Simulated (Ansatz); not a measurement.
One change: `B/N=C(/F)S` becomes `N=C(F)S`.

Ansatz, PBE0-D4/def2-TZVP geometries, multiplicity 1. Each molecule was computed in one conformer, which needn't be the lowest.

```tsv
property	`B/N=C(/F)S`
LUMO energy (ωB97M-V/def2-TZVPP) / eV	1.23
zero-point energy (PBE0-D4/def2-TZVP) / kJ/mol	115.8
HOMO–LUMO gap (B3LYP/def2-TZVPP) / eV	6.59
HOMO–LUMO gap (PBE0/def2-TZVPP) / eV	7.02
LUMO energy (B3LYP/def2-TZVPP) / eV	-0.90
LUMO energy (PBE0/def2-TZVPP) / eV	-0.67
```

**Question.** Give the same properties after the change, and the shifts. (Estimate.)

**Answer.** Ansatz gave: 
| property | `N=C(F)S` | shift |
| --- | --- | --- |
| LUMO energy (ωB97M-V/def2-TZVPP) / eV | 1.46 | 0.23 |
| zero-point energy (PBE0-D4/def2-TZVP) / kJ/mol | 87.2 | -28.6 |
| HOMO–LUMO gap (B3LYP/def2-TZVPP) / eV | 7.00 | 0.41 |
| HOMO–LUMO gap (PBE0/def2-TZVPP) / eV | 7.53 | 0.51 |
| LUMO energy (B3LYP/def2-TZVPP) / eV | -0.74 | 0.16 |
| LUMO energy (PBE0/def2-TZVPP) / eV | -0.45 | 0.22 |

With PBE0 the HOMO falls by 0.29 eV and the LUMO rises by 0.22 eV, so the gap widens by about 0.51 eV. PBE moves the HOMO by -0.24 eV and ωB97M-V by -0.32 eV. The zero-point energy changes by -28.6 kJ/mol with -6 modes.

B3LYP here is the variant with VWN-RPA as its local correlation; programs differ in this.
